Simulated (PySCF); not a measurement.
Rigid-rotor lines calculated for a species of formula AsGeH6P (commonest isotopes; PBE0-D3(BJ)/def2-SVP geometry optimisation, gas phase in PySCF 2.14.0), labelled J(Ka,Kc):

```csv
transition,MHz
"2(1,1) ← 1(1,0)",4638.1
"2(0,2) ← 1(0,1)",4471.0
"1(0,1) ← 0(0,0)",2237.5
"1(1,1) ← 0(0,0)",7219.6
"2(1,2) ← 1(1,1)",4311.7
```

Q: Find the rotational constants.

A: 1(0,1) ← 0(0,0) is B + C, 2(1,1) ← 1(1,0) is 3B + C and 2(1,2) ← 1(1,1) is B + 3C, so B − C is half the difference of the last two, 163.2 MHz. 1(1,1) ← 0(0,0) is A + C. A = 6182.5, B = 1200.3, C = 1037.1 MHz.

Q: What moments of inertia, asymmetry and inertial defect follow?

A: I = 505379 MHz·u·Å² over each constant: Ia = 81.74, Ib = 421.03, Ic = 487.29 u·Å²; κ = (2B − A − C)/(A − C) = -0.937 (near-prolate asymmetric top); Δ = Ic − Ia − Ib = -15.49 u·Å².

Q: Which dipole components do these lines need?

A: μa and μb (a-type: ΔKa even, ΔKc odd; b-type: both odd). The calculation gives |μa| = 0.38 D, |μb| = 0.64 D, |μc| = 0.03 D.

Q: Predict further lines from these constants: 2(2,0) ← 2(1,1); 3(2,2) ← 3(1,3); 2(2,1) ← 2(1,2); 3(3,1) ← 2(2,0); 4(1,4) ← 3(0,3); 4(2,2) ← 3(2,1); 3(2,2) ← 2(1,1); 3(3,1) ← 3(2,2); 4(0,4) ← 3(0,3); 3(0,3) ← 2(0,2); 4(2,3) ← 3(2,2); 4(3,2) ← 4(2,3); 4(2,2) ← 4(1,3); 4(1,3) ← 4(0,4).

A: 
```csv
transition,MHz,type,branch
"4(1,3) ← 4(0,4)",5928,b,Q
"3(0,3) ← 2(0,2)",6697,a,R
"4(0,4) ← 3(0,3)",8911,a,R
"4(2,3) ← 3(2,2)",8947,a,R
"4(2,2) ← 3(2,1)",8986,a,R
"4(1,4) ← 3(0,3)",13207,b,R
"4(2,2) ← 4(1,3)",14442,b,Q
"2(2,0) ← 2(1,1)",14950,b,Q
"2(2,1) ← 2(1,2)",15436,b,Q
"3(2,2) ← 3(1,3)",15683,b,Q
"3(2,2) ← 2(1,1)",21659,b,R
"3(3,1) ← 3(2,2)",25321,b,Q
"4(3,2) ← 4(2,3)",25332,b,Q
"3(3,1) ← 2(2,0)",32030,b,R
```

Q: Which structure gave them?

A: `[PH2][GeH2][AsH2]`. Three constants can't fix a structure by themselves; this is the one that was computed:
```xyz
9
AsGeH6P angstrom
P      2.009   -0.210   -0.589
Ge     0.066    1.043   -0.314
As    -1.808   -0.063    0.764
H      1.312   -1.341   -1.117
H      1.978   -0.717    0.748
H     -0.395    1.508   -1.710
H      0.425    2.293    0.515
H     -1.691   -1.276   -0.155
H     -0.904   -0.703    1.814
```

The values belong to one conformer with, in the numbering `[PH2:1][GeH2:2][AsH2:3]`, H–P1–Ge2–As3 48° and -46°, P1–Ge2–As3–H -50° and 43°. PBE0-D3(BJ)/def2-SVP frequencies: not computed here. Zero-point vibration and centrifugal distortion are left out. Quadrupole hyperfine structure (75As) is left out.
